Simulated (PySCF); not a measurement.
C5H10N, doublet (typed; the unrestricted solution is spin-contaminated), at a GFN2-xTB geometry. Base run: MP2/STO-3G (PySCF).

PySCF was given this input:
```python
from pyscf import gto, scf, mp

mol = gto.Mole()
mol.atom = '''
    C     0.454427    1.883593    0.885180
    N     0.768514    0.831751    0.329720
    C    -0.056209   -0.255693   -0.120751
    C     0.424856   -1.513752    0.611283
    C     0.183736   -0.403433   -1.627605
    C    -1.544270   -0.012277    0.160224
    H     1.199654    2.612975    1.166640
    H     0.265635   -1.409425    1.682180
    H    -0.121394   -2.384265    0.257821
    H     1.486347   -1.667790    0.433338
    H    -0.365839   -1.258631   -2.011949
    H    -0.147110    0.491203   -2.150314
    H     1.243041   -0.547403   -1.825851
    H    -1.705504    0.111844    1.228356
    H    -1.874938    0.892059   -0.344896
    H    -2.134721   -0.853451   -0.193346
'''
mol.basis = 'sto-3g'
mol.charge = 0
mol.spin = 1
mol.verbose = 5
mol.build()

mf = scf.UHF(mol)
mf.kernel()

pt = mp.MP2(mf, frozen=6)
pt.kernel()
print('E(MP2) = %.10f' % pt.e_tot)
```

The base run was repeated with changes; each row names its change, and settings that it needs were set with it.

| change | basis functions | E (Eh) | MP2 correlation (Eh) | SCF-reference HOMO (eV) | SCF-reference dipole (D) | core-seconds (rough) |
|---|---|---|---|---|---|---|
| base | 40 | -246.80823 | -0.29696 | -6.85 | 0.95 | 0.8 |
| basis = 6-31G | 74 | -249.97489 | -0.54737 | -8.99 | 0.85 | 4 |
| basis = 3-21G | 74 | -248.69736 | -0.54736 | -8.86 | 0.75 | 1 |
| basis = pcseg-0 | 74 | -249.37935 | -0.55707 | -9.09 | 0.81 | 2 |
| basis = def2-SV(P) | 104 | -250.10424 | -0.77651 | -9.29 | 0.61 | 7 |
| basis = 6-31G* | 104 | -250.32255 | -0.78538 | -9.13 | 0.60 | 9 |
| basis = 6-31+G* | 128 | -250.33898 | -0.79574 | -9.26 | 0.66 | 10 |
| basis = cc-pVDZ | 134 | -250.40753 | -0.84988 | -9.17 | 0.53 | 20 |
| basis = 6-31G** | 134 | -250.40346 | -0.84959 | -9.12 | 0.60 | 20 |
| basis = def2-SVP | 134 | -250.20530 | -0.84867 | -9.26 | 0.62 | 20 |
| basis = pc-1 | 134 | -250.33123 | -0.85442 | -9.31 | 0.65 | 20 |
| basis = pcseg-1 | 134 | -250.32780 | -0.85445 | -9.31 | 0.66 | 20 |

Totals compare only among sets that treat the same electrons; sets with core potentials leave the core out.

Open shells are given as the SCF converged; they aren't shown to be the lowest states, and a large step between rows can be another state.
